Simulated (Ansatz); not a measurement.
Ansatz results at the PBE0-D4/def2-TZVP geometry: LUMO energy (ωB97M-V/def2-TZVPP) 1.70 eV; LUMO energy (B3LYP/def2-TZVPP) -0.39 eV; HOMO energy (PBE0/def2-TZVPP) -8.54 eV.

Each molecule was computed in one conformer, which needn't be the lowest.

**Question.** Which molecule gave them?
A. `OCB[SiH3]`
B. `BC[SiH2]O`
C. `FCNC[SiH3]`
D. `OBC[SiH3]`

**Answer.** D. The others give `BC[SiH2]O`: 0.46, -1.65, -8.55; `FCNC[SiH3]`: 2.07, 0.30, -7.34; `OCB[SiH3]`: 0.08, -2.09, -8.16.

B3LYP here is the variant with VWN-RPA as its local correlation; programs differ in this.
